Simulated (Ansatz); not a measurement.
# Which method gave which barrier?

Saddle point of SiNH$_{6}$ClO, closed shell (SiNH₅O ([NH2][SiH2][OH]) + HCl → SiH₃ClO ([OH][SiH2][Cl]) + NH₃ (still joined by a long Si–N bond); bonds formed: Si1–Cl7, N2–H6; bonds broken: H6–Cl7; bonds weakened to dative contacts: Si1–N2), PBE0-D4/def2-TZVP structure:

Si1  (-0.474, 0.267, -0.529)
N2  (0.512, -0.516, 0.813)
H3  (0.442, 1.083, -1.338)
H4  (-1.658, 0.840, 0.115)
O5  (-1.009, -1.003, -1.435)
H6  (0.771, 0.452, 1.338)
Cl7  (0.682, 2.191, 1.406)
H8  (1.345, -1.003, 0.499)
H9  (-0.028, -1.138, 1.407)
H10  (-0.583, -1.175, -2.275)
(Å)

Program: Ansatz 0.2.0. Basis: def2-TZVPP, with def2-QZVPP for the basis limit. Cores are frozen in the correlated methods. Extrapolation: Hartree–Fock as exp(−7.88 √X), correlation as X^−2.97. Four methods, as single points on the PBE0-D4 structures, gave these electronic barriers from the start structure: 0.090, 0.246, 0.388, 0.454 eV.

The methods were, in alphabetical order, CCSD(T), HF, r2SCAN-D4, SPW92. Which gave which? (A judgement: the text doesn't fix the answer.)

The calculation gives: SPW92 0.090; r2SCAN-D4 0.246; CCSD(T) 0.388; HF 0.454 eV. For comparison, CCSD(T) at an estimated basis limit (MP2 extrapolated from triple and quadruple zeta, plus CCSD(T) − MP2 in triple zeta) gives 0.298 eV.

The T1 diagnostic stays at or below 0.011.

Hydrogen chloride, the by-product of chloride precursors, can attack films and sites by steps of this kind.

Labels in which every atom is bracketed show which atoms are joined, not bond orders.

For scale, one of the runs: CCSD(T)/def2-TZVPP, 230 basis functions, launched by `ansatz run in.yaml --threads 4 --pin off --events-out ev --progress --plain --max-ram 9574MiB`. Time: 64 s of wall clock on 4 CPU threads of an Arm Neoverse V2; the host was shared. Peak host memory: 3.8 GiB.
